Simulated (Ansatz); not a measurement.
Cost and result for the atomization energy of `CS[Si]O` (8 atoms, 7 bonds).

```xyz
8

C     0.423    0.359   -0.916
S    -0.963   -0.810   -0.935
Si   -1.463   -1.238    1.123
O    -0.387   -0.332    1.987
H     1.299   -0.075   -0.432
H     0.679    0.577   -1.952
H     0.143    1.295   -0.430
H     0.269    0.223    1.555
```

Charge 0, multiplicity 1. The geometry is a stationary point of PBE0-D4/def2-TZVP. It is a higher conformer; a search finds a lower one. Program: Ansatz. All runs use 2 threads of a server CPU on a shared host. Times are those of one run each, without the atoms' runs, and a repeat can differ threefold. Electronic energies, without spin–orbit coupling; frozen cores. CCSD(T)/CBS adds CCSD(T) − MP2 in def2-TZVPP to the MP2 limit, and its time is that of the two runs behind it. T1 = 0.014. B3LYP takes the VWN-RPA correlation (the form of Gaussian; ORCA's B3LYP/G). HSE06 is the plane-wave form, built on full-range PBE exchange.

CCSD(T)/CBS is a level of theory with its own doubt, some kJ/mol a heavy atom from the limit and from the frozen cores, so smaller differences don't rank the functionals.

```tsv
level	functions	wall time
revPBE-D4/def2-TZVPP	202	1 s
CCSD(T)/def2-SVP	84	1.1 s
PBE-D4/def2-TZVPP (with forces)	202	1.2 s
PBE0-D4/def2-TZVPP	202	1.3 s
HSE06-D4/def2-TZVPP	202	1.5 s
B3LYP-D4/def2-TZVPP (with forces)	202	1.9 s
r2SCANh-D4/def2-TZVPP	202	2 s
PBE-QIDH/def2-TZVPP	202	2.6 s
ωB97X-V/def2-TZVPP	202	3.2 s
B97M-V/def2-TZVPP	202	3.4 s
MP2/def2-QZVPP	374	7.5 s
CCSD(T)/def2-TZVPP	202	21 s
CCSD(T)/CBS(def2)	–	28 s
```

**Question.** What atomization energy does each give, and how far from CCSD(T)/CBS? (Estimate.)

**Answer.** Ansatz gave: 
```json
{"level": "revPBE-D4/def2-TZVPP", "atomization (kcal/mol)": "689.9", "difference from CCSD(T)/CBS": "-3.8", "per bond": "-0.5"}
{"level": "CCSD(T)/def2-SVP", "atomization (kcal/mol)": "638.7", "difference from CCSD(T)/CBS": "-55.0", "per bond": "-7.9"}
{"level": "PBE-D4/def2-TZVPP (with forces)", "atomization (kcal/mol)": "707.1", "difference from CCSD(T)/CBS": "13.4", "per bond": "1.9"}
{"level": "PBE0-D4/def2-TZVPP", "atomization (kcal/mol)": "690.8", "difference from CCSD(T)/CBS": "-2.9", "per bond": "-0.4"}
{"level": "HSE06-D4/def2-TZVPP", "atomization (kcal/mol)": "691.4", "difference from CCSD(T)/CBS": "-2.3", "per bond": "-0.3"}
{"level": "B3LYP-D4/def2-TZVPP (with forces)", "atomization (kcal/mol)": "690.9", "difference from CCSD(T)/CBS": "-2.8", "per bond": "-0.4"}
{"level": "r2SCANh-D4/def2-TZVPP", "atomization (kcal/mol)": "688.0", "difference from CCSD(T)/CBS": "-5.7", "per bond": "-0.8"}
{"level": "PBE-QIDH/def2-TZVPP", "atomization (kcal/mol)": "684.1", "difference from CCSD(T)/CBS": "-9.6", "per bond": "-1.4"}
{"level": "ωB97X-V/def2-TZVPP", "atomization (kcal/mol)": "694.1", "difference from CCSD(T)/CBS": "0.4", "per bond": "0.1"}
{"level": "B97M-V/def2-TZVPP", "atomization (kcal/mol)": "696.8", "difference from CCSD(T)/CBS": "3.1", "per bond": "0.4"}
{"level": "MP2/def2-QZVPP", "atomization (kcal/mol)": "697.5", "difference from CCSD(T)/CBS": "3.8", "per bond": "0.6"}
{"level": "CCSD(T)/def2-TZVPP", "atomization (kcal/mol)": "671.8", "difference from CCSD(T)/CBS": "-21.9", "per bond": "-3.1"}
{"level": "CCSD(T)/CBS(def2)", "atomization (kcal/mol)": "693.7", "difference from CCSD(T)/CBS": "0.0", "per bond": "0.0"}
```

In def2-TZVPP, CCSD(T) changes the Hartree–Fock value by +184.8 kcal/mol (the triples alone add +12.6 kcal/mol) and MP2 by +197.6 kcal/mol; breaking electron pairs costs correlation energy, which Hartree–Fock lacks. From PBE to PBE0 (25 % exact exchange), in def2-TZVPP and without D4, the atomization energy moves by −15.6 kcal/mol: exact exchange takes away binding that semilocal exchange gives to molecules. At CCSD(T), def2-SVP lies −55.0 kcal/mol from the extrapolated value and def2-TZVPP −21.9 kcal/mol: correlation converges slowly with the basis, and small sets miss more of it in the bonded molecule than in its fragments.
